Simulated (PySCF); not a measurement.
Positional isomers: butadiene methyl+boryl. Isolated molecules, 0 K electronic values unless said otherwise. One relaxed conformer stands for each flexible species; it need not be the lowest. Strings in code marks are SMILES. All members: neutral, multiplicity 1. Level: PBE-D3(BJ)/def2-TZVP // CAM-B3LYP-D3(BJ)/def2-TZVP (PySCF). Delta-SCF ions had no search for a lower state.  The removal energy is E(N − 1 electrons) − E(N electrons) at the parent's geometry; ε(HOMO) is measured against the vacuum level.

```tsv
species	−ε(HOMO) (eV)	vertical ionisation energy (Delta-SCF) (eV)
`BC(=C)/C=C\C` (H–B–C–C torsion -147°, C–C–C–C torsion -157°)	5.88	8.69
`B/C(C=C)=C/C` (H–B–C–C torsion -180°, C–C–C–C torsion 180°)	5.90	8.70
`BC(=C)C(=C)C` (H–B–C–C torsion 0°, C–C–C–C torsion 180°)	6.04	withheld
`B/C=C/C=C/C` (H–B–C–C torsion 0°, C–C–C–C torsion -180°)	6.15	8.84
`B/C=C/C=C\C` (H–B–C–C torsion 180°, C–C–C–C torsion 180°)	6.17	8.87
`B/C=C(/C)C=C` (H–B–C–C torsion 0°, C–C–C–C torsion 180°)	6.32	9.09
`B/C=C\C(=C)C` (H–B–C–C torsion -180°, C–C–C–C torsion -180°)	6.32	9.06
```

**Question.** Fit vertical ionisation energy (Delta-SCF) = a + b·x to the 6 complete rows by least squares, with x = −ε(HOMO) in eV. Give a, b and the rms residual, and predict the withheld value.

**Answer.** Means of the 6 rows: x̄ = 6.1233, ȳ = 8.875 eV. Σ(x − x̄)² = 0.18933 and Σ(x − x̄)(y − ȳ) = 0.1616, so b = 0.854 and a = ȳ − b·x̄ = 3.646 eV. The rms residual is 0.038 eV. At x = 6.04 the line gives 8.80 eV. The run for `BC(=C)C(=C)C` (H–B–C–C torsion 0°, C–C–C–C torsion 180°) gave 8.88 eV, so the line is off by 0.08 eV, more than twice the rms residual.

Codes: PySCF.
